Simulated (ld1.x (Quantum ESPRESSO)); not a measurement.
selenium, PAW: configuration errors across variants

```
Element                 : selenium (Se)
Generator               : ld1.x (Quantum ESPRESSO) 7.5
Type                    : PAW
Functional              : PBE
Relativity              : fully relativistic
Frozen core             : [Ar] 3d10
Valence charge          : 6
Reference configuration : 4s2 4p4
Partial waves           : 4s (bound): rcut 1.15, rcutus 1.45 bohr; 4s channel at 2.65 Ry: rcut 1.15, rcutus 1.45 bohr; 4p (bound): rcut 1.60, rcutus 1.80 bohr; 4p channel at -0.1 Ry: rcut 1.60, rcutus 1.80 bohr; 4d channel at 0.45 Ry: rcut 1.65, rcutus 2.05 bohr
Local potential         : all-electron potential smoothed inside 1.45 bohr (lloc = -1)
Core correction         : a·sin(br)/r model core, default radius (ld1.x builds one for every PAW set, though the input has nlcc=.false.)
Augmentation charge     : PSQ, inside the norm-conserving radii
```

Open shells are filled in proportion to 2j + 1 (rel_dist='average').

All-electron excitation energies from the reference (eV): (1) 4s2 4p3 10.849; (2) 4s2 4p2 31.202; (3) 4s2 4p1 62.077; (4) 4s1 4p5 10.874; (5) 4s0 4p6 21.949.

Errors AE − PS in meV (a dash: test not solved or not reliable):

| change | (1) | (2) | (3) | (4) | (5) | bound ghosts |
| --- | --- | --- | --- | --- | --- | --- |
| base | -0.3 | -17 | -85 | -4.3 | -9.7 | not determined |
| wave 4d channel at 0.45 Ry: rcut 1.65, rcutus 2.05 bohr becomes 4d channel at 0.45 Ry: rcut 1.32, rcutus 1.40 bohr | +4.6 | -4.0 | -64 | -4.4 | -8.8 | not determined |
| wave 4d channel at 0.45 Ry: rcut 1.65, rcutus 2.05 bohr becomes 4d channel at 0.45 Ry: rcut 1.52, rcutus 1.62 bohr | +4.6 | -4.0 | -64 | -4.4 | -8.8 | not determined |
| wave 4d channel at 0.45 Ry: rcut 1.65, rcutus 2.05 bohr becomes 4d channel at 0.45 Ry: rcut 1.65, rcutus 1.88 bohr | +3.3 | -7.2 | -70 | -4.3 | -8.9 | not determined |
| wave 4d channel at 0.45 Ry: rcut 1.65, rcutus 2.05 bohr becomes 4d channel at 0.45 Ry: rcut 1.65, rcutus 2.52 bohr | -3.1 | -24 | -95 | -4.6 | -12 | not determined |
| wave 4d channel at 0.45 Ry: rcut 1.65, rcutus 2.05 bohr becomes 4d channel at 0.45 Ry: rcut 1.65, rcutus 2.74 bohr | -3.3 | -24 | -96 | -4.7 | -12 | not determined |
| wave 4d channel at 0.45 Ry: rcut 1.65, rcutus 2.05 bohr becomes 4d channel at 0.45 Ry: rcut 1.65, rcutus 3.12 bohr | -3.4 | -24 | -96 | -4.7 | -12 | not determined |

**Question.** Give the same row for: wave 4d channel at 0.45 Ry: rcut 1.65, rcutus 2.05 bohr becomes 4d channel at 0.45 Ry: rcut 1.65, rcutus 2.26 bohr.

**Answer.** -2.2, -22, -92, -4.4, -11; bound ghosts: not determined.
